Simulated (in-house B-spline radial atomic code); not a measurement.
Inner levels of platinum as electrons are removed. A shift is the extra binding of the orbital against the neutral atom ([Xe] 4f14 5d9 6s1). Computed with a radial B-spline atomic code at the basis-set limit: non-relativistic Hartree-Fock, average of the configuration, point nuclei.

This level leaves out relativity, spin-orbit splitting included, which matters for heavy ions.

```tsv
ion	configuration	shift of 4d (eV)	shift of 3d (eV)	shift of 4p (eV)	radius of 4d (bohr)	radius of 3d (bohr)	radius of 4p (bohr)	Σ<r²> (bohr²)	change of density at nucleus (bohr⁻³)
Pt10+	[Xe] 4f14	170.26	172.94	170.89	0.46911	0.17229	0.45904	18.974	56.014
Pt11+	[Kr] 4d10 4f14 5s2 5p5	195.04	198.41	195.54	0.46859	0.17228	0.45933	17.466	70.855
Pt12+	[Kr] 4d10 4f14 5s2 5p4	220.41	224.55	220.77	0.46804	0.17227	0.45912	16.035	86.301
Pt13+	[Kr] 4d10 4f14 5s2 5p3	246.33	251.35	246.56	0.46744	0.17225	0.45889	14.672	102.31
Pt14+	[Kr] 4d10 4f14 5s2 5p2	272.81	278.78	272.89	0.4668	0.17224	0.45863	13.372	118.95
Pt15+	[Kr] 4d10 4f14 5s2 5p1	299.82	306.84	299.75	0.46613	0.17222	0.45834	12.13	136.15
Pt16+	[Kr] 4d10 4f14 5s2	327.35	335.52	327.13	0.46541	0.1722	0.45803	10.941	153.97
Pt17+	[Kr] 4d10 4f13 5s2	368.14	382.23	368.6	0.46198	0.17216	0.45578	10.4	193.63
Pt18+	[Kr] 4d10 4f12 5s2	410.02	430.61	411.15	0.45851	0.17211	0.45345	9.8957	235.14
Pt19+	[Kr] 4d10 4f12 5s1	440.11	462.24	441.13	0.45764	0.17209	0.45292	8.9115	1.61
Pt20+	[Kr] 4d10 4f12	470.67	494.44	471.56	0.45674	0.17206	0.45237	7.9615	-244.46
Pt21+	[Kr] 4d10 4f11	514.82	545.98	516.34	0.4532	0.172	0.44993	7.5588	-223.07
Pt22+	[Kr] 4d10 4f10	559.97	599.1	562.1	0.44964	0.17193	0.44743	7.1798	-200.13
Pt23+	[Kr] 4d10 4f9	606.11	653.76	608.8	0.44608	0.17186	0.44489	6.8222	-175.68
Pt24+	[Kr] 4d10 4f8	653.22	709.94	656.44	0.44252	0.17177	0.44231	6.484	-149.71
Pt25+	[Kr] 4d10 4f7	701.27	767.63	704.98	0.43897	0.17168	0.4397	6.1635	-122.22
Pt26+	[Kr] 4d10 4f6	750.25	826.8	754.41	0.43543	0.17157	0.43707	5.8593	-93.239
Pt27+	[Kr] 4d10 4f5	800.15	887.42	804.7	0.43191	0.17146	0.43442	5.57	-62.757
Pt28+	[Kr] 4d10 4f4	850.96	949.5	855.84	0.42841	0.17134	0.43175	5.2945	-30.785
Pt29+	[Kr] 4d10 4f3	902.65	1012.99	907.82	0.42494	0.1712	0.42908	5.0318	2.652
Pt30+	[Kr] 4d10 4f2	955.23	1077.9	960.63	0.4215	0.17106	0.42641	4.781	37.589
Pt31+	[Kr] 4d10 4f1	1008.68	1144.21	1014.24	0.41809	0.17091	0.42373	4.5412	73.986
```
